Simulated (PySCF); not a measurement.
PySCF run on GeB⁺

File input.py (PySCF 2.14):

```python
from pyscf import gto, dft

mol = gto.M(
    atom='Ge 0 0 0; B 0 0 1.971',
    basis='ano-rcc-vdzp',
    charge=1,
    spin=2,
    symmetry=True,
    verbose=4,
)
mf = dft.ROKS(mol, xc='b3pw91')
mf = mf.sfx2c1e()
mf.kernel()
mf.dip_moment()
print('orbital energies (hartree):', mf.mo_energy[..., max(0, mol.nelec[1]-3):mol.nelec[0]+3].round(4))
```

```bash
$ OMP_NUM_THREADS=1 python input.py
```

The log (some set-up lines and the per-cycle HOMO/LUMO lines with their warnings removed):

```
PySCF version 2.14.0

[INPUT] verbose = 4
[INPUT] num. atoms = 2
[INPUT] num. electrons = 36
[INPUT] charge = 1
[INPUT] spin (= nelec alpha-beta = 2S) = 2
[INPUT] symmetry True subgroup None
[INPUT] Mole.unit = angstrom
[INPUT] Symbol           X                Y                Z      unit          X                Y                Z       unit  Magmom
[INPUT]  1 Ge     0.000000000000   0.000000000000   0.000000000000 AA    0.000000000000   0.000000000000   0.000000000000 Bohr   0.0
[INPUT]  2 B      0.000000000000   0.000000000000   1.971000000000 AA    0.000000000000   0.000000000000   3.724650191518 Bohr   0.0

nuclear repulsion = 42.9570541589041
point group symmetry = Coov
symmetry origin: [0.         0.         0.50333111]
symmetry axis x: [1. 0. 0.]
symmetry axis y: [0. 1. 0.]
symmetry axis z: [0. 0. 1.]
num. orbitals of irrep A1 = 17
num. orbitals of irrep E1x = 9
num. orbitals of irrep E1y = 9
num. orbitals of irrep E2x = 3
num. orbitals of irrep E2y = 3
number of shells = 6
number of NR pGTOs = 192
number of NR cGTOs = 41
basis = ano-rcc-vdzp
ecp = {}

******** <class 'pyscf.x2c.sfx2c1e.sfX2C1eSymAdaptedROKS'> ********
method = sfX2C1eSymAdaptedROKS
initial guess = minao
damping factor = 0
level_shift factor = 0
DIIS = <class 'pyscf.scf.diis.CDIIS'>
diis_start_cycle = 1
diis_space = 8
diis_damp = 0
SCF conv_tol = 1e-09
SCF conv_tol_grad = None
SCF max_cycles = 50
direct_scf = True
direct_scf_tol = 1e-13
num. doubly occ = 17  num. singly occ = 2
XC library pyscf.dft.libxc version 7.0.0
    S. Lehtola, C. Steigemann, M. J.T. Oliveira, and M. A.L. Marques.,  SoftwareX 7, 1–5 (2018)
XC functionals = b3pw91
    A. D. Becke.,  J. Chem. Phys. 98, 5648 (1993)
radial grids:
    Treutler-Ahlrichs [JCP 102, 346 (1995); DOI:10.1063/1.469408] (M4) radial grids

becke partition: Becke, JCP 88, 2547 (1988); DOI:10.1063/1.454033
pruning grids: <function nwchem_prune>
grids dens level: 3
symmetrized grids: True
atomic radii adjust function: <function treutler_atomic_radii_adjust>
small_rho_cutoff = 0

******** <class 'pyscf.x2c.sfx2c1e.SpinFreeX2CHelper'> ********
approx = 1e
xuncontract = 1
Freeze 0 electrons in irreps []
    36 free electrons in irreps A1 E1x E1y E2x E2y
Set gradient conv threshold to 3.16228e-05
tot grids = 34688
init E= -2123.5532821688
cycle= 1 E= -2123.15410189117  delta_E= 0.399  |g|= 0.31  |ddm|= 1.37
cycle= 2 E= -2123.15133923574  delta_E= 0.00276  |g|= 0.37  |ddm|= 0.509
cycle= 3 E= -2123.16965965049  delta_E= -0.0183  |g|= 0.159  |ddm|= 0.493
cycle= 4 E= -2123.18279203886  delta_E= -0.0131  |g|= 0.0642  |ddm|= 0.306
cycle= 5 E= -2123.18504689597  delta_E= -0.00225  |g|= 0.0142  |ddm|= 0.065
cycle= 6 E= -2123.18517389406  delta_E= -0.000127  |g|= 0.00315  |ddm|= 0.018
cycle= 7 E= -2123.1851792474  delta_E= -5.35e-06  |g|= 0.000586  |ddm|= 0.00434
cycle= 8 E= -2123.18517945445  delta_E= -2.07e-07  |g|= 2.73e-05  |ddm|= 0.00106
cycle= 9 E= -2123.18517945479  delta_E= -3.41e-10  |g|= 1.52e-05  |ddm|= 4.93e-05
Extra cycle  E= -2123.18517945447  delta_E= 3.18e-10  |g|= 2.6e-05  |ddm|= 4.59e-05
converged SCF energy = -2123.18517945447
Dipole moment(X, Y, Z, Debye):  0.00000,  0.00000,  3.23594
orbital energies (hartree): [-1.4602 -0.8108 -0.5982 -0.4314 -0.4314 -0.411  -0.2825 -0.2825]
```

In short: E(SCF) = -2123.185179 Eh, 9 cycles.

Run time: 4.3 s on 1 thread of Arm Neoverse V2 (shared host), peak memory 0.18 GiB.

The bond length is a typed value, not an optimised one. The dipole of an ion depends on the origin. No search for the lowest solution was made.
